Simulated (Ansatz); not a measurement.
H2OSi (SMILES O=[SiH2]), charge 0, multiplicity 1, relaxed at each level with Ansatz (a first-principles code); harmonic frequencies from differences of analytic forces, average atomic masses, frozen cores.

```csv
level,harmonic frequencies (cm⁻¹),ZPE (eV),cost over HF/def2-TZVPP (rough)
HF/def2-TZVPP,758 800 1087 1359 2354 2358,0.540,×1
PBE/def2-TZVPP,653 658 966 1179 2137 2158,0.480,×1
r2SCAN/def2-TZVPP,681 688 1002 1225 2204 2222,0.497,×1
PBE0/def2-TZVPP,684 702 999 1245 2219 2235,0.501,×1
CCSD(T)/cc-pV(D+d)Z,686 693 1002 1159 2246 2260,0.499,×2
CCSD(T)/cc-pV(Q+d)Z,686 699 1010 1218 2254 2268,0.504,×200
```
